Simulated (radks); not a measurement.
Task: Ionisation of neutral manganese, [Ar] 3d5 4s2, to [Ar] 3d5 4s1 as the strength of local exchange is varied. All-electron calculation, scalar-relativistic Kohn-Sham, Slater X-alpha exchange (alpha = 2/3 is LDA exchange), no correlation, spin-polarised, spherical densities, finite nucleus; open shells are filled with parallel spins first; Fermi nuclear charge, rms radius 3.7057 fm. Program: a radial shooting solver on a logarithmic mesh with Libxc functionals.

| alpha | E(Mn) (hartree) | exchange (hartree) | IE (eV) | -e of the level emptied (eV) | <r> of it (bohr) |
|---|---|---|---|---|---|
| 0.552 | -1146.07066 | -39.33808 | 5.624 | 3.024 (4s) | 3.527 |
| 0.709 | -1157.32247 | -51.03732 | 6.232 | 3.720 (4s) | 3.414 |
| 0.732 | -1158.98032 | -52.76982 | 6.327 | 3.829 (4s) | 3.397 |
| 0.832 | -1166.21635 | -60.35729 | 6.757 | 4.324 (4s) | 3.323 |
| 0.834 | -1166.36154 | -60.50995 | 6.766 | 4.334 (4s) | 3.321 |
| 0.98 | -1177.00895 | -71.74953 | 7.440 | 5.114 (4s) | 3.215 |
| ? | -1154.30136 | -47.88586 | 6.062 | 3.525 (4s) | 3.444 |

Which alpha was used in the last row?

Result: alpha = 0.667. NIST Atomic Spectra Database: 7.434 eV (measured). The Delta-SCF value meets it near alpha = 0.98. Open shells are spherical and high-spin; term and fine-structure splittings are not resolved.
